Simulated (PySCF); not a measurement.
Isomers of C3H11NSi3.

All values: PBE0/pcSseg-1 (PySCF) at GFN2-xTB geometries, gas phase, one conformer each.

Problem. Rank by the lowest Hirshfeld charge on any atom, highest value first.
A. `[CH2:1]=[C:2]1[SiH2:3][C@H:4]1[N:5]([SiH3:6])[SiH3:7]` with Si3–C4–N5–Si6 36°
B. `[CH:1]#[C:2][Si@@H:3]([NH2:4])[CH2:5][SiH2:6][SiH3:7]` with C2–Si3–N4–H -63° and 75°, C2–Si3–C5–Si6 70°, Si3–C5–Si6–Si7 68°
C. `[CH3:1][Si@@:2]([SiH3:3])([C:4]#[N:5])[CH2:6][SiH3:7]` with C1–Si2–C6–Si7 64°

Solution. C (-0.242 e), A (-0.256 e), B (-0.316 e).

Problem. Rank by dipole moment, highest first.
A. `[CH3:1][Si:2]([SiH3:3])([SiH3:4])[CH2:5][C:6]#[N:7]` with C1–Si2–C5–C6 180°
B. `[CH3:1][C@@H:2]([C:3]#[N:4])[SiH:5]([SiH3:6])[SiH3:7]` with C1–C2–Si5–Si6 177°
C. `[CH2:1]=[C:2]1[SiH2:3][C@H:4]1[N:5]([SiH3:6])[SiH3:7]` with Si3–C4–N5–Si6 36°
D. `[CH:1]#[C:2][Si@@H:3]([NH2:4])[CH2:5][SiH2:6][SiH3:7]` with C2–Si3–N4–H -63° and 75°, C2–Si3–C5–Si6 70°, Si3–C5–Si6–Si7 68°

Solution. A (4.44 D), B (3.72 D), D (1.91 D), C (0.41 D).

Problem. Rank by the highest IAO charge on any atom, lowest value first.
A. `[CH3:1][Si@@:2]([SiH3:3])([C:4]#[N:5])[CH2:6][SiH3:7]` with C1–Si2–C6–Si7 64°
B. `[CH:1]#[C:2][Si@@H:3]([NH2:4])[CH2:5][SiH2:6][SiH3:7]` with C2–Si3–N4–H -63° and 75°, C2–Si3–C5–Si6 70°, Si3–C5–Si6–Si7 68°
C. `[CH2:1]=[C:2]1[SiH2:3][C@H:4]1[N:5]([SiH3:6])[SiH3:7]` with Si3–C4–N5–Si6 36°
D. `[CH3:1][C@@H:2]([C:3]#[N:4])[SiH:5]([SiH3:6])[SiH3:7]` with C1–C2–Si5–Si6 177°
E. `[N:1]#[C:2][CH2:3][Si@@H:4]([SiH3:5])[CH2:6][SiH3:7]` with C2–C3–Si4–Si5 59°, C3–Si4–C6–Si7 -55°
F. `[CH3:1][Si:2]([SiH3:3])([SiH3:4])[CH2:5][C:6]#[N:7]` with C1–Si2–C5–C6 180°

Solution. D (+0.307 e), F (+0.495 e), E (+0.638 e), C (+0.742 e), A (+0.762 e), B (+1.045 e).

All values together:

```
                         SMILES  μ (D)  HOMO (eV)  LUMO (eV)  lowest IAO charge (e)  highest IAO charge (e)  lowest Hirshfeld charge (e)  highest Hirshfeld charge (e)
      C[Si]([SiH3])([SiH3])CC#N   4.44      -8.38      -0.82             -0.690 (C)             +0.495 (Si)                   -0.241 (N)                   +0.241 (Si)
     N#CC[Si@@H]([SiH3])C[SiH3]   4.43      -8.63      -0.45             -0.812 (C)             +0.638 (Si)                   -0.245 (C)                   +0.314 (Si)
C[C@@H](C#N)[SiH]([SiH3])[SiH3]   3.72      -8.47      -0.82             -0.401 (C)             +0.307 (Si)                   -0.237 (N)                   +0.220 (Si)
    C[Si@@]([SiH3])(C#N)C[SiH3]   3.69      -8.67      -0.67             -0.807 (C)             +0.762 (Si)                   -0.242 (C)                   +0.346 (Si)
C=C1[SiH2][C@H]1N([SiH3])[SiH3]   0.41      -6.33      -0.79             -0.751 (N)             +0.742 (Si)                   -0.256 (N)                   +0.346 (Si)
     C#C[Si@@H](N)C[SiH2][SiH3]   1.91      -7.54      -0.09             -0.835 (N)             +1.045 (Si)                   -0.316 (N)                   +0.404 (Si)
```

Conformers: `[CH3:1][Si:2]([SiH3:3])([SiH3:4])[CH2:5][C:6]#[N:7]` with C1–Si2–C5–C6 180°; `[N:1]#[C:2][CH2:3][Si@@H:4]([SiH3:5])[CH2:6][SiH3:7]` with C2–C3–Si4–Si5 59°, C3–Si4–C6–Si7 -55°; `[CH3:1][C@@H:2]([C:3]#[N:4])[SiH:5]([SiH3:6])[SiH3:7]` with C1–C2–Si5–Si6 177°; `[CH3:1][Si@@:2]([SiH3:3])([C:4]#[N:5])[CH2:6][SiH3:7]` with C1–Si2–C6–Si7 64°; `[CH2:1]=[C:2]1[SiH2:3][C@H:4]1[N:5]([SiH3:6])[SiH3:7]` with Si3–C4–N5–Si6 36°; `[CH:1]#[C:2][Si@@H:3]([NH2:4])[CH2:5][SiH2:6][SiH3:7]` with C2–Si3–N4–H -63° and 75°, C2–Si3–C5–Si6 70°, Si3–C5–Si6–Si7 68°.
